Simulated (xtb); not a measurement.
F6Se, triplet, from a rough starting geometry (a higher spin typed on purpose: for a closed-shell molecule this is an excited state); GFN2-xTB (xtb).

xtb was given this input:
```
$ xtb mol.xyz --gfn 2 --uhf 2 --opt vtight --json

# file mol.xyz
7

F      0.94517858    -1.34958735    -0.48455383
Se    -0.05244873    -0.02073141     0.02244263
F      1.21364244     1.11279321    -0.45157449
F     -1.19212754    -1.10513794     0.52919301
F     -0.69631308     0.08553562    -1.60915195
F      0.66316277    -0.10751124     1.50524893
F     -0.95032027     1.31023509     0.47263501
```

The log (banner, timings and long lists left out):

```
   ID    Z sym.   atoms
    1    9 F      1, 3-7
    2   34 Se     2

           -------------------------------------------------
          |                Calculation Setup                |
           -------------------------------------------------

           -------------------------------------------------
          |                 G F N 2 - x T B                 |
           -------------------------------------------------

          ...................................................
          :                      SETUP                      :
          :.................................................:
          :  # basis functions                  34          :
          :  # atomic orbitals                  33          :
          :  # shells                           15          :
          :  # electrons                        48          :
          :  max. iterations                   250          :
          :  Hamiltonian                  GFN2-xTB          :
          :  restarted?                      false          :
          :  GBSA solvation                  false          :
          :  PC potential                    false          :
          :  electronic temp.          300.0000000     K    :
          :  accuracy                    1.0000000          :
          :  -> integral cutoff          0.2500000E+02      :
          :  -> integral neglect         0.1000000E-07      :
          :  -> SCF convergence          0.1000000E-05 Eh   :
          :  -> wf. convergence          0.1000000E-03 e    :
          :  Broyden damping             0.4000000          :
          :  net charge                          0          :
          :  unpaired electrons                  2          :
          ...................................................

 iter      E             dE          RMSdq      gap      omega  full diag
   1    -31.1073966 -0.311074E+02  0.924E+00    8.57       0.0  T
   2    -31.1070867  0.309895E-03  0.542E+00    6.97       1.0  T
   3    -31.1097887 -0.270204E-02  0.532E+00    6.52       1.0  T
   4    -31.1039234  0.586527E-02  0.430E+00    6.34       1.0  T
   5    -31.1466304 -0.427070E-01  0.349E+00    6.36       1.0  T
   6    -31.1667747 -0.201443E-01  0.319E+00    6.29       1.0  T
   7    -31.1615705  0.520428E-02  0.285E+00    6.27       1.0  T
   8    -31.2205438 -0.589734E-01  0.193E+00    6.23       1.0  T
   9    -31.2254482 -0.490432E-02  0.179E+00    6.22       1.0  T
[...]
 * total energy  :   -31.4121901 Eh     change       -0.2248615E-04 Eh
 * total energy  :   -31.4122120 Eh     change       -0.2186786E-04 Eh
 * total energy  :   -31.4122314 Eh     change       -0.1940683E-04 Eh
 * total energy  :   -31.4122471 Eh     change       -0.1571356E-04 Eh
 * total energy  :   -31.4122576 Eh     change       -0.1049464E-04 Eh
 * total energy  :   -31.4122608 Eh     change       -0.3196099E-05 Eh
 * total energy  :   -31.4122626 Eh     change       -0.1817319E-05 Eh
 * total energy  :   -31.4122645 Eh     change       -0.1900300E-05 Eh
 * total energy  :   -31.4122658 Eh     change       -0.1346661E-05 Eh
 * total energy  :   -31.4122665 Eh     change       -0.6617999E-06 Eh
 * total energy  :   -31.4122667 Eh     change       -0.1853611E-06 Eh
 * total energy  :   -31.4122667 Eh     change       -0.3879964E-07 Eh
   *** GEOMETRY OPTIMIZATION CONVERGED AFTER 29 ITERATIONS ***
         :: total energy             -31.412266728828 Eh    ::
[...]

     #   Z          covCN         q      C6AA      α(0)
     1   9 F        0.624    -0.139    10.659     3.852
     2  34 Se       4.222     0.819   210.220    25.264
     3   9 F        0.624    -0.139    10.659     3.852
     4   9 F        0.783    -0.134    10.574     3.841
     5   9 F        0.624    -0.139    10.659     3.852
     6   9 F        0.783    -0.134    10.574     3.841
     7   9 F        0.783    -0.134    10.574     3.841

 Mol. C6AA /au·bohr⁶  :       1121.912460
 Mol. C8AA /au·bohr⁸  :      39973.050499
 Mol. α(0) /au        :         48.343418

Wiberg/Mayer (AO) data.
largest (>0.10) Wiberg bond orders for each atom

 ---------------------------------------------------------------------------
     #   Z sym  total        # sym  WBO       # sym  WBO       # sym  WBO
 ---------------------------------------------------------------------------
     1   9 F    0.870 --     2 Se   0.523     5 F    0.115     3 F    0.115
     2  34 Se   4.788 --     4 F    1.073     6 F    1.073     7 F    1.073
                             5 F    0.523     1 F    0.523     3 F    0.522
     3   9 F    0.869 --     2 Se   0.522     1 F    0.115     5 F    0.115
     4   9 F    1.286 --     2 Se   1.073
     5   9 F    0.870 --     2 Se   0.523     1 F    0.115     3 F    0.115
     6   9 F    1.286 --     2 Se   1.073
     7   9 F    1.286 --     2 Se   1.073
 ---------------------------------------------------------------------------

Topologies differ in total number of bonds
Writing topology from bond orders to xtbtopo.mol

molecular dipole:
                 x           y           z       tot (Debye)
 q only:        0.047      -0.005      -0.079
   full:       -0.075       0.007       0.126       0.373
molecular quadrupole (traceless):
                xx          xy          yy          xz          yz          zz
 q only:       -0.199      -0.073      -0.920      -1.218       0.121       1.119
  q+dip:       -0.243      -0.088      -1.152      -1.529       0.145       1.395
   full:       -0.268      -0.097      -1.273      -1.688       0.160       1.541

optimized geometry written to: xtbopt.xyz

           -------------------------------------------------
          | TOTAL ENERGY              -31.412266728828 Eh   |
          | GRADIENT NORM               0.000020061151 Eh/α |
          | HOMO-LUMO GAP               6.789607791280 eV   |
           -------------------------------------------------

normal termination of xtb
```
